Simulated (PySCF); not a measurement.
# Electron correlation in Ni (nickel, neutral)

[Ar] 3d10, closed-shell 1S (an excited configuration). All numbers are calculated (PySCF 2.14, scalar relativity by spin-free X2C-1e, in x2c-TZVPPall with one added diffuse shell each of s, p, d, f type (7s6p5d3f1g, 80 functions)). Frozen: [Ar]; 10 electrons correlated.

```json
{"level": "CCSD", "correlation energy (mhartree)": "-446.17"}
{"level": "(T)", "correlation energy (mhartree)": "-33.27"}
{"level": "CCSD(T)", "correlation energy (mhartree)": "-479.44"}
```

Diagnostics: T1 = 0.035, D1 = 0.0498, largest double amplitude 0.023.

Problem. Is a single reference adequate?

Solution. Largely. T1 is above 0.03 while the doubles stay small, so the singles mainly relax the orbitals.
